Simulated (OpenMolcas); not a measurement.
**Ta3+: moving the ligands**

Ta3+ with its 6 nearest fluoride ions at 2.082 Å, on the Y site of Cs2NaYF6 (a = 9.075 Å, distance in the model lattice 2.178 Å). The rest of the host is ab initio model potentials to 7.6 Å, with orthogonalisation functions on the cations behind the ligands, and point charges beyond; the distance is set by hand and nothing relaxes. Ligand basis ANO-RCC-VDZP.
```
Ta    0.0000    0.0000    0.0000
F     2.0820    0.0000    0.0000
F     0.0000    2.0820    0.0000
F    -2.0820    0.0000    0.0000
F     0.0000   -2.0820    0.0000
F     0.0000    0.0000    2.0820
F     0.0000    0.0000   -2.0820
```

```json
{
 "Program": "OpenMolcas 26.06",
 "Method": "CASSCF",
 "Basis": "ANO-RCC-VTZP [8s7p5d3f2g1h]",
 "Scalar Hamiltonian": "DKH2, point nucleus",
 "Active space": "2 electrons in 5 orbitals (5d)",
 "State averaging": "2S+1 = 3 even, 10 roots; 2S+1 = 1 even, 15 roots",
 "Spin-orbit coupling": "state interaction with AMFI integrals over the reference wave functions"
}
```

Runs around this geometry, states (labels of O, the rotations of Oh). Energies in cm-1 above the lowest state or level, χT in cm3 K/mol; under a threefold ground state the first gap can be a small split of the lowest multiplet, not the spin-orbit step; 10Dq and B are least-squares fits to the states below 45000 cm-1, weighted by degeneracy, with a free offset, and given where the rms deviation is under 5 % of |10Dq| (or 100 cm-1) and under 700 cm-1.

```json
{"R (Å)": "2.03", "Ground state": "3T1", "First state of that spin": "3T2 32433", "10Dq": "34030", "B (rms of fit)": "653 (60)", "First gap with spin-orbit (degeneracies)": "189.6 (2, 3)", "χT at 300 K": "0.170", "First state of another spin": "1E 9324"}
{"R (Å)": "2.082", "Ground state": "3T1", "First state of that spin": "3T2 28849", "10Dq": "30328", "B (rms of fit)": "656 (118)", "First gap with spin-orbit (degeneracies)": "213.7 (2, 3)", "χT at 300 K": "0.156", "First state of another spin": "1E 9429"}
{"R (Å)": "2.178", "Ground state": "3T1", "First state of that spin": "3T2 23257", "10Dq": "24689", "B (rms of fit)": "665 (91)", "First gap with spin-orbit (degeneracies)": "265.9 (2, 3)", "χT at 300 K": "0.130", "First state of another spin": "1E 9623"}
```

Taking |10Dq| as R^-n, n = -ln(24689 / 34030) / ln(2.178 / 2.03) = 4.6 between the shortest and longest distance. The point-charge formula for a cubic d site gives n = 5.

An orbital triplet at a regular site is open to Jahn-Teller coupling, which can distort the site and quench the lowest spin-orbit gaps and is left out. Without dynamic correlation the repulsion within the d shell is too large (B by tens of per cent), so at a given field states of lower spin stand too high. With metal d orbitals alone the field can be off either way by tens of per cent. Ligand-to-metal charge-transfer states are missing. With no ligand orbital active B as a rule stays too high, so bands that hang on it stand too high and its fall with covalency is understated. The least metal-like active orbital is 80 % on the metal (Löwdin) and no ligand orbital is active, so the numbers are rough (holds for R = 2.03). The least metal-like active orbital is 82 % on the metal (Löwdin) and no ligand orbital is active, so the numbers are rough (holds for R = 2.082). The least metal-like active orbital is 84 % on the metal (Löwdin) and no ligand orbital is active, so the numbers are rough (holds for R = 2.178). No measured value stands beside these numbers; the geometry was set by hand and not optimised.
